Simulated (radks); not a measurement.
Species: P II. Configuration: [Ne] 3s2 3p2.

Calculated with a radial shooting solver on a logarithmic mesh with Libxc functionals: scalar-relativistic Kohn-Sham, PBE, spin-unpolarised, spherical densities, point nucleus.

Energy parts (hartree):
| part | energy |
|---|---|
| total | -341.54461 |
| kinetic | 342.63759 |
| electron-nucleus | -809.51998 |
| Hartree | 148.05382 |
| exchange-correlation | -22.71605 |

Orbitals (lengths in bohr, moments of r in powers of bohr):
orbital,occ.,eigenvalue (hartree),<r>
1s,2,-76.99056,0.1036
2s,2,-6.78485,0.5195
2p,6,-4.96659,0.4849
3s,2,-0.85579,1.820
3p,2,-0.52240,2.137

The highest occupied level is 3p at -14.215 eV. Summed over all electrons, <r^2> = 20.83 bohr^2, which gives a Langevin (diamagnetic) susceptibility term of -16.5 x 10^-6 cm^3/mol.
